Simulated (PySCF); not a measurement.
# Adding and removing an electron: MgI

PBE; PySCF, scalar-relativistic core potentials, basis sets Mg def2-SVPD, I def2-SVPD with ECP28. Neutral (UKS): doublet (σ ↑), Re = 2.637 Å, ωe = 289 cm⁻¹, De = 2.27 eV, HOMO -4.95 eV, LUMO -3.77 eV.

MgI⁻ (UKS): singlet (closed shell), Re = 2.989 Å, ωe = 156 cm⁻¹, De = 0.73 eV to Mg + I⁻. The energies at the minima are -497.61279 hartree for MgI and -497.67731 for MgI⁻.

**Question.** Work out the adiabatic electron affinity, without and with harmonic zero-point energies (1 hartree = 27.2114 eV, 1 eV = 8065.5 cm⁻¹), and the change of the bond length.

**Answer.** At PBE: 0.06452 hartree = 1.756 eV between the minima; the zero-point term (289.0 − 156.0)/2 cm⁻¹ = +0.008 eV makes it 1.764 eV. Re changes by +35.2 pm against the neutral. The electron enters a σ orbital, and the ion is left as a loose complex of an ion and an atom.

These are scalar-relativistic numbers at best; spin–orbit coupling would shift them, the dissociation energy most. For an ion De counts to the pair picked by the measured ionisation energies or electron affinities, which need not be the lowest pair at this level. The highest Kohn–Sham level is positive in this anion. Much of that is self-interaction error, but it also means that the finite basis helps to hold the extra electron. States were picked by a PBE0 search and need not be the measured ground states.
